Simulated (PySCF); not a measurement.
# Calculated NMR data

A single conformation, non-relativistic, isolated molecule, fast rotation and ring inversion assumed for equivalent nuclei. Structure optimised with GFN2-xTB; σ from GIAO-PBE0/pcSseg-1; PySCF 2.14.

δ = σ(ref) − σ, references computed at the same level: TMS for 1H (σref 31.72) and 13C (σref 186.93). Splittings of carbon signals by F and P are missing where no couplings were computed. Where no couplings were computed, multiplicities follow the n + 1 count of equivalent neighbours, and m marks all less simple cases (inequivalent or close neighbours, rings, F or P nearby). Shifts are as computed. Against solution values, carbons near 30 ppm lie about +3 ppm off and those near 130 ppm about +5 ppm. Of 1211 compounds with measured shifts, 218 miss one by over three times the rms of a fit or turn the order of signals round; such compounds aren't used in these exercises.

**1.** SMILES FC(C1=C(C#C)C1=C)(F)F, C$_{7}$H$_{3}$F$_{3}$. 1H NMR (500 MHz, computed): δ 4.55 (br s, 1H), 4.51 (s, 1H), 4.35 (br s, 1H). 13C{1H} NMR (computed): δ 140.6 (C), 137.9 (C), 128.1 (C), 124.0 (C), 118.4 (CH), 72.6 (C), 71.8 (CH2).

**2.** `CC(C)(C)n1ccc(C#N)n1`, C$_{8}$H$_{11}$N$_{3}$. 1H NMR (500 MHz, computed): δ 7.63 (m, 1H), 6.97 (m, 1H), 1.60 (s, 9H). 13C{1H} NMR (computed): δ 130.8 (CH), 127.2 (C), 122.4 (CH), 119.8 (C), 58.4 (C), 32.3 (CH3).
